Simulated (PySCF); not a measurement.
# One molecule, several mistakes: C2H6NSi

Calculated results; nothing here was measured. The program is PySCF 2.14.0, an open-source quantum chemistry code, run on an isolated molecule that a program drew, which may never have been made. The molecule is C2H6NSi (charge 0, doublet), drawn as the SMILES string `C[CH]N=[SiH2]`.

Each row is a Hartree-Fock (HF) and frozen-core CCSD(T) single point in the cc-pV(D+d)Z basis, meant for a local HF minimum. Run 1 is clean. Each other run has one planted mistake out of seven kinds, and not every kind appears here: one electron removed, one electron added, multiplicity raised by two, geometry at a saddle point, minimal basis STO-3G, one bond length entered in bohr, all coordinates scaled. The reference is restricted for singlets and unrestricted otherwise, and also for a bond in bohr. Adding or removing an electron swaps singlet and doublet. Electrons count all cores. HOMO and LUMO are orbital energies over both spins, the gradient is its largest component, and the lowest frequency (negative if imaginary) is given only where the gradient is small. Bond lengths are over the 9 bonds as drawn. T1 is the CCSD diagnostic: over 0.02 (restricted) or 0.045 (unrestricted) a single reference is doubtful.

Geometry of the clean run:
```xyz
10
C2H6NSi, angstrom
C    -0.6146    1.3714   -2.2263
C     0.0240    0.3498   -1.3236
N    -0.4742   -0.2402   -0.3239
Si   -2.0452   -0.2395    0.3826
H    -0.0071    2.2803   -2.2417
H    -1.6276    1.6285   -1.9214
H    -0.6391    0.9863   -3.2498
H     1.0562    0.1022   -1.5941
H    -1.9246   -0.5767    1.8152
H    -2.8422    1.0059    0.2238
```

```
run  electrons  basis functions  <S^2>  HOMO (eV)  LUMO (eV)  gradient (hartree/bohr)  lowest frequency (cm^-1)  mean bond (Å)  longest bond (Å)      T1  HF (hartree)  CCSD(T) (hartree)               mistake
  1         39               95  0.830      -8.47       1.69                  1.2e-05                       115         1.3140             1.723  0.0223    -422.57967         -423.16511              no fault
  2         39               30  1.002      -6.60       5.98                  5.4e-02                         -         1.3140             1.723  0.0376    -417.57540         -417.82459  minimal basis STO-3G
  3         38               95  0.000     -15.76      -6.47                  7.0e-02                         -         1.3140             1.723  0.0233    -422.30441         -422.88097  one electron removed
  4         40               95  0.000      -0.26       8.90                  4.6e-02                         -         1.3140             1.723  0.0176    -422.55031         -423.17579                     ?
```

**Which mistake was planted in run 4, and what did it cost?**

It counts 40 electrons, one more than the clean run, at the same geometry and basis. So the mistake is: one electron added. Subtracting run 1 and multiplying by 627.51 kcal/mol a hartree, the energy moved by 18.4 kcal/mol in HF and -6.7 kcal/mol in CCSD(T).

Cautions from the logs. Run 3: T1 is over the limit, so its CCSD(T) energy is less reliable.
